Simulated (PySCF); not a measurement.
C6H8F2.
SMILES: `FC(F)C1=CCCC1`

Method: PySCF 2.14.0, density-fitted response routines, TDDFT wB97X-D/def2-SVPD, vertical, gas phase, core orbitals frozen in the response. The structure is a single GFN2-xTB conformer in the gas phase; no vibrational or solvent corrections.

```
state  E (eV)  E (kJ/mol)  λ (nm)       f  main configurations (H = HOMO, L = LUMO)
   S1    6.88         664   180.2   0.294                                 H→L (96%)
   S2    7.32         706   169.4  0.0039                               H→L+1 (91%)
   S3    8.09         780   153.3  0.0017                               H-1→L (88%)
   S4    8.27         798   149.8  0.0001                  H→L+2 (62%), H→L+3 (27%)
   S5    8.37         808   148.1   0.014                  H→L+3 (60%), H→L+2 (22%)
   S6    8.61         831   144.0   0.032                               H→L+4 (80%)
   S7    8.70         839   142.6  0.0056                  H-4→L (65%), H-2→L (20%)
   S8    8.83         852   140.3  0.0017     H-5→L (40%), H-3→L (16%), H-2→L (15%)
```

Triplets (Tamm–Dancoff): T1 4.37 eV, H→L (88%); T2 7.30 eV, H→L+1 (90%); T3 7.71 eV, H-1→L (85%).

The lowest singlet comes at 180 nm (664 kJ/mol) in the vacuum ultraviolet; it is strong; its leading configuration is HOMO→LUMO (96%). The lowest level is also the most intense of those listed (f = 0.294). Löwdin shares by element: HOMO carbon 76% or more (atoms not listed hold the other 24%); LUMO carbon 72% or more (atoms not listed hold the other 29%). Orbital energies (eV): HOMO-3 -11.95, HOMO-2 -11.92, HOMO-1 -11.48, HOMO -9.21, LUMO 1.70, LUMO+1 2.31, LUMO+2 2.94. Weighted by f, the mean energy of these states is 7.15 eV. The listed states span 1.95 eV, and the widest gap between neighbours is 0.77 eV (S2 to S3). Singlets were solved by full linear response, triplets in the Tamm–Dancoff approximation.
